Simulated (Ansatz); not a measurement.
CH$_{6}$B$_{3}$F (`BCB(B)F`), relaxed with RKS PBE0-D4/def2-TZVP in Ansatz from a PBE-D4/def2-SVP geometry. The force threshold is 0.005 eV/Å; the program also tests the step.

Charge 0, multiplicity 1.

Start:

```xyz
11

B     0.200    0.809    1.546
C     0.100    1.018    0.009
B     0.500   -0.378   -0.650
B    -0.685   -1.480   -1.129
F     1.815   -0.628   -0.804
H    -0.759    0.401    2.177
H     1.252    0.991    2.132
H     0.845    1.749   -0.375
H    -0.933    1.272   -0.310
H    -1.167   -2.282   -0.347
H    -1.168   -1.474   -2.248
```

```
step  energy (eV)  largest force (eV/Å)  largest move (Å)
   1   -5875.7388                 0.469             0.000
   2   -5875.7732                 0.156             0.020
   3   -5875.7747                 0.158             0.027
   4   -5875.7773                 0.033             0.014
   5   -5875.7774                 0.029             0.010
   6   -5875.7776                 0.013             0.012
   7   -5875.7777                 0.020             0.015
   8   -5875.7777                 0.014             0.011
   9   -5875.7777                 0.010             0.007
  10   -5875.7778                 0.023             0.025
  11   -5875.7779                 0.036             0.018
  12   -5875.7779                 0.027             0.006
  13   -5875.7780                 0.029             0.015
  14   -5875.7780                 0.023             0.006
  15   -5875.7781                 0.015             0.013
  16   -5875.7781                 0.013             0.011
  17   -5875.7781                 0.010             0.004
  18   -5875.7781                 0.007             0.004
  19   -5875.7781                 0.006             0.004
  20   -5875.7781                 0.005             0.001
```

End:

```xyz
11

B     0.231    0.850    1.566
C     0.059    0.980    0.034
B     0.469   -0.399   -0.623
B    -0.678   -1.489   -1.185
F     1.774   -0.665   -0.721
H    -0.696    0.549    2.262
H     1.305    0.999    2.070
H     0.772    1.703   -0.382
H    -0.967    1.227   -0.251
H    -1.181   -2.300   -0.459
H    -1.088   -1.455   -2.310
```

Hardware: 2 threads of an Arm Neoverse V1 on a shared host. Wall time 91 s, peak host memory 0.43 GiB.
